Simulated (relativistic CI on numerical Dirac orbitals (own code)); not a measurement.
# Inner-shell lines of Dy⁴⁰⁺

Computed by Dirac-Coulomb-Breit CI, KLI orbitals optimised for each configuration, a model potential for QED, unscaled Slater integrals (own radial code, finite nucleus).

Configurations in the expansion (outside the closed core 1s2 2s2 3s2 3p6): 2p6.3d8, 2p5.3d9, 2p5.3d8.4s, 2p5.3d8.4d. Levels of other configurations are missing.

The table holds the strongest lines. The upper levels have an inner-shell vacancy. Auger decay, open to those above the ionisation limit, is not computed, and radiative decays to configurations outside the model are missing too. Absolute energies can be off by a few tenths of a per cent, so close lines can change order. LS names give the leading component, which can be well under half, for lower levels too. Brackets number the levels in order of energy.

| λ (Å) | Upper | Lower | A (s⁻¹) | gA (s⁻¹) |
| --- | --- | --- | --- | --- |
| 1.87922 | 2p5.3d9 1D°_2 [11] | 2p6.3d8 1D_2 [2] | 6.96e+14 | 3.48e+15 |
| 1.87872 | 2p5.3d9 3F°_4 [10] | 2p6.3d8 3F_4 [1] | 3.31e+14 | 2.98e+15 |
| 1.87832 | 2p5.3d9 1P°_1 [13] | 2p6.3d8 3P_0 [3] | 3.86e+14 | 1.16e+15 |
| 1.87696 | 2p5.3d9 1F°_3 [15] | 2p6.3d8 1G_4 [7] | 8.13e+14 | 5.69e+15 |
| 1.8755 | 2p5.3d9 3P°_1 [16] | 2p6.3d8 3P_2 [5] | 7.09e+14 | 2.13e+15 |
| 1.8753 | 2p5.3d9 3D°_2 [14] | 2p6.3d8 3F_3 [4] | 7.04e+14 | 3.52e+15 |
| 1.87427 | 2p5.3d9 3D°_3 [12] | 2p6.3d8 3F_4 [1] | 1.08e+15 | 7.57e+15 |
| 1.87356 | 2p5.3d9 1P°_1 [13] | 2p6.3d8 1D_2 [2] | 5.67e+14 | 1.70e+15 |
| 1.87316 | 2p5.3d9 1F°_3 [15] | 2p6.3d8 3F_3 [4] | 1.45e+14 | 1.02e+15 |
| 1.68609 | 2p5.3d9 3D°_1 [21] | 2p6.3d8 1S_0 [9] | 3.52e+14 | 1.05e+15 |
| 1.68502 | 2p5.3d9 3P°_2 [18] | 2p6.3d8 3P_1 [6] | 3.26e+14 | 1.63e+15 |
| 1.68476 | 2p5.3d9 3F°_2 [20] | 2p6.3d8 3F_2 [8] | 5.31e+14 | 2.66e+15 |
| 1.68457 | 2p5.3d9 3F°_3 [19] | 2p6.3d8 1G_4 [7] | 7.15e+14 | 5.01e+15 |
| 1.68396 | 2p5.3d9 3P°_2 [18] | 2p6.3d8 3P_2 [5] | 4.11e+14 | 2.05e+15 |
| 1.68206 | 2p5.3d9 3P°_2 [18] | 2p6.3d8 3F_3 [4] | 3.38e+14 | 1.69e+15 |
| 1.68151 | 2p5.3d9 3F°_3 [19] | 2p6.3d8 3F_3 [4] | 2.92e+14 | 2.05e+15 |
| 1.68092 | 2p5.3d9 3D°_1 [21] | 2p6.3d8 3F_2 [8] | 8.88e+14 | 2.66e+15 |
| 1.52748 | 2p5.3d8.4d 3G°_3 [262] | 2p6.3d8 1G_4 [7] | 1.44e+14 | 1.01e+15 |
| 1.52657 | 2p5.3d8.4d 3G°_5 [272] | 2p6.3d8 1G_4 [7] | 1.39e+14 | 1.53e+15 |
| 1.52628 | 2p5.3d8.4d 1G°_4 [274] | 2p6.3d8 1G_4 [7] | 2.17e+14 | 1.95e+15 |
| 1.52615 | 2p5.3d8.4d 3F°_4 [144] | 2p6.3d8 3F_4 [1] | 1.30e+14 | 1.17e+15 |
| 1.52573 | 2p5.3d8.4d 3F°_2 [319] | 2p6.3d8 3F_2 [8] | 3.22e+14 | 1.61e+15 |
| 1.52567 | 2p5.3d8.4d 3D°_2 [277] | 2p6.3d8 3P_1 [6] | 2.14e+14 | 1.07e+15 |
| 1.52564 | 2p5.3d8.4d 3G°_3 [320] | 2p6.3d8 3F_2 [8] | 2.92e+14 | 2.04e+15 |
| 1.52554 | 2p5.3d8.4d 3G°_5 [151] | 2p6.3d8 3F_4 [1] | 1.05e+14 | 1.15e+15 |
| 1.52521 | 2p5.3d8.4d 3F°_3 [259] | 2p6.3d8 3F_3 [4] | 1.44e+14 | 1.01e+15 |
| 1.52504 | 2p5.3d8.4d 3H°_5 [285] | 2p6.3d8 1G_4 [7] | 1.41e+14 | 1.55e+15 |
| 1.394 | 2p5.3d8.4d 3G°_4 [409] | 2p6.3d8 3F_3 [4] | 1.40e+14 | 1.26e+15 |
| 1.3931 | 2p5.3d8.4d 3D°_3 [369] | 2p6.3d8 3F_4 [1] | 1.94e+14 | 1.36e+15 |
| 1.39285 | 2p5.3d8.4d 3G°_5 [370] | 2p6.3d8 3F_4 [1] | 1.72e+14 | 1.89e+15 |
| 1.39285 | 2p5.3d8.4d 3F°_4 [371] | 2p6.3d8 3F_4 [1] | 2.03e+14 | 1.82e+15 |
| 1.39282 | 2p5.3d8.4d 3D°_3 [384] | 2p6.3d8 1D_2 [2] | 1.83e+14 | 1.28e+15 |
| 1.39254 | 2p5.3d8.4d 1H°_5 [449] | 2p6.3d8 1G_4 [7] | 1.50e+14 | 1.65e+15 |
| 1.39186 | 2p5.3d8.4d 3G°_3 [487] | 2p6.3d8 3F_2 [8] | 1.57e+14 | 1.10e+15 |
| 1.39172 | 2p5.3d8.4d 3G°_4 [456] | 2p6.3d8 1G_4 [7] | 1.16e+14 | 1.04e+15 |
